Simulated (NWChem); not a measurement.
# CH5NOSi, singlet; SMILES N[Si]OC

```xyz
9

Si     0.7469    -0.8109     0.0000
O      0.6334     0.8613     0.0000
C     -0.4772     1.7073     0.0000
H     -1.1118     1.5604     0.8940
H     -0.1367     2.7545     0.0000
H     -1.1118     1.5604    -0.8940
N     -0.9189    -1.2741     0.0000
H     -1.7423    -0.6787     0.0000
H     -1.1739    -2.2566     0.0000
```
Atoms are numbered in this order, from 1.

Results from NWChem. Low-valent species are run as closed-shell singlets; no triplet was tried in these runs. Coordinates come from a PBE0/def2-SVP optimisation. Level: PBE0/def2-SVP with SMD (1 M gas to 1 M solution), gas-phase geometry. Reactions with the solvent are ignored.

What does the run give for solvent water? Quantities: solvation free energy (kcal/mol); cavity-dispersion-structure term (kcal/mol); dipole in solution (D).


```yaml
solvation free energy (kcal/mol): -3.9
cavity-dispersion-structure term (kcal/mol): 2.8
dipole in solution (D): 4.25
```
